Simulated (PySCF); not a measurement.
Bond curve of SrB

Set-up: basis Sr def2-SVPD with ECP28, B def2-SVPD; scalar-relativistic core potentials; PySCF 2.14. Energies in eV from Sr + B in their ground configurations at the same level. All curves are PBE0. state 1: ⁴Σ⁻ (quartet), unpaired electrons σ ↑, π ↑↑; state 2: Ms = 0.5 determinant of mixed spin (⟨S²⟩ near 1.5), unpaired electrons π ↑, a second solution, started from another occupation; state 3: ⁴Π (quartet), unpaired electrons σ ↑↑, π ↑, a second solution, started from another occupation; state 4: Ms = 0.5 determinant of mixed spin (⟨S²⟩ near 1.8), unpaired electrons σ ↓, π ↑↑, a second solution, started from another occupation.

```csv
R (Å),state 1,state 2,state 3,state 4
2.125,-0.483,0.549,0.5102,-0.2229
2.224,-0.792,-0.027,-0.0161,-0.5252
2.323,-0.968,-0.436,-0.3801,-0.6999
2.397,-1.032,-0.656,-0.5684,-0.7662
2.471,-1.050,-0.816,-0.6977,-0.7892
2.545,-1.031,-0.925,-0.7789,-0.7781
2.644,-0.963,-1.009,-0.8280,-0.7228
2.768,-0.832,-1.042,-0.8178,-0.6078
2.916,-0.632,-1.008,-0.7338,-0.4277
3.114,-0.337,-0.894,-0.5503,-0.1537
```

Q: Put a parabola through the three lowest points of the state 1 curve and estimate Re, k and ωe (reduced mass 9.784 u; 1 eV/Å² = 0.16022 mdyn/Å; ωe = 1302.8·√(k/μ) cm⁻¹).

A: Through R = 2.397, 2.471, 2.545 Å the second-order coefficient is 3.38 eV/Å², so Re ≈ 2.470 Å, k ≈ 1.08 mdyn/Å and ωe ≈ 433 cm⁻¹. A polynomial fit of higher order to the unrounded PBE0 energies gives Re = 2.467 Å, k = 1.07 mdyn/Å, ωe = 430 cm⁻¹; anharmonicity and rounding make the difference.

The higher-order fit for each curve: state 1: Re = 2.467 Å, ωe = 430 cm⁻¹, De = 1.05 eV; state 2: Re = 2.767 Å, ωe = 319 cm⁻¹, minimum 1.04 eV below the ground-state fragments; state 3: Re = 2.686 Å, ωe = 360 cm⁻¹, minimum 0.83 eV below the ground-state fragments; state 4: Re = 2.481 Å, ωe = 408 cm⁻¹, minimum 0.79 eV below the ground-state fragments.

Spin–orbit coupling is left out. The state was picked by a PBE0 search and need not be the measured ground state.
